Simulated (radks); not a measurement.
Problem. The table gives one normalised radial function P(r) = r R(r) of Ti8+ in [Ne] 3s1 3p3 (r in bohr). Method: scalar-relativistic Kohn-Sham, PBEsol, spin-polarised, spherical densities, finite nucleus; open shells are filled with parallel spins first; Fermi nuclear charge, rms radius 3.5921 fm; computed with a radial shooting solver on a logarithmic mesh with Libxc functionals.

r	P
0.005097	0.0038
0.006377	0.0058
0.008042	0.0089
0.01006	0.0136
0.01269	0.0208
0.01587	0.0312
0.02002	0.0472
0.02504	0.0697
0.03133	0.1014
0.03951	0.1471
0.04943	0.2061
0.06234	0.2843
0.07799	0.3749
0.09836	0.4771
0.1231	0.5689
0.1552	0.6300
0.1942	0.6214
0.2448	0.5037
0.3063	0.2607
0.3863	-0.1158
0.4833	-0.5416
0.6095	-0.9364
0.7625	-1.1464
0.9616	-1.0984
1.203	-0.8279
1.517	-0.4686
1.898	-0.1992
2.394	-0.0558
2.995	-0.0103

Which n and l does it have? It may be an empty orbital.

Solution. n = 3, l = 1: the number of nodes gives n - l - 1 = 1, the rise at small r (about r^(l+1)) gives l, and the extent must fit the shell. The curve is that of 3p up; the table hardly tells the two spins apart. 3p up: eigenvalue -182.42 eV, 1 radial node at r = 0.362 bohr, <r> = 0.910 bohr, 90 % of the charge inside 1.35 bohr.
